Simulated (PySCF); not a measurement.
(Cl2Al-mu-NH2)2.
Z-matrix (Å and degrees, PBE0-D3(BJ)/def2-SVP geometry), rows numbered from 1:
```
Al
Cl  1  2.1068
Cl  1  2.1090  2  121.35
N   1  1.9414  2  110.27  3   131.68
Al  4  1.9398  1   91.71  2   111.96
Cl  5  2.1072  4  110.70  1   110.77
Cl  5  2.1089  4  110.71  1  -111.80
N   1  1.9400  2  110.91  3  -132.16
H   4  1.0223  1  114.16  2    -5.74
H   4  1.0219  1  114.69  2  -129.56
H   8  1.0221  1  114.24  2   130.92
H   8  1.0220  1  114.82  2     6.96
```

Theory: PBE0-D3(BJ)/def2-SVP geometry optimisation, gas phase in PySCF.

Masses are those of the commonest isotopes; rigid-rotor values at the optimised geometry. The values belong to one conformer.

(1) Give the principal moments of inertia and the rotational constants in cm⁻¹.

(2) Classify the top.

(3) What does the inertial defect say?

(4) Give the other two planar moments, Paa and Pbb, and the rms extents of the mass along the axes.

Results:

(1) Ia = 541.68, Ib = 994.18, Ic = 1402.52 u·Å²; 505379 MHz·u·Å²/I gives 933.0, 508.3 and 360.3 MHz, that is A = 0.03112, B = 0.01696, C = 0.01202 cm⁻¹.

(2) An asymmetric top. Ray's parameter κ = (2B − A − C)/(A − C) = -0.483; −1 is the prolate and +1 the oblate limit.

(3) Not planar: Δ = Ic − Ia − Ib = -133.34 u·Å². For a rigid frame Δ = −2 Σ m c², so Σ m c² = 66.67 u·Å² lies off the ab plane: 15.50 from hydrogen and 51.18 from heavier atoms. The atom farthest from that plane is 1.97 Å away.

(4) Paa = Σ m a² = (Ib + Ic − Ia)/2 = 927.51 and Pbb = Σ m b² = (Ia + Ic − Ib)/2 = 475.01 u·Å². With the mass M = 225.88 u, the rms extents √(P/M) along a, b and c are 2.03, 1.45, 0.54 Å.

The dipole components are |μa| = 0.01 D, |μb| = 0.04 D, |μc| = 0.00 D.

No PBE0-D3(BJ)/def2-SVP frequencies stand behind this structure, so it isn't proved a minimum. Constants of a rigid frame at the computed geometry: no zero-point averaging, no centrifugal distortion. Quadrupole hyperfine structure (14N, 27Al, 35Cl) is left out.
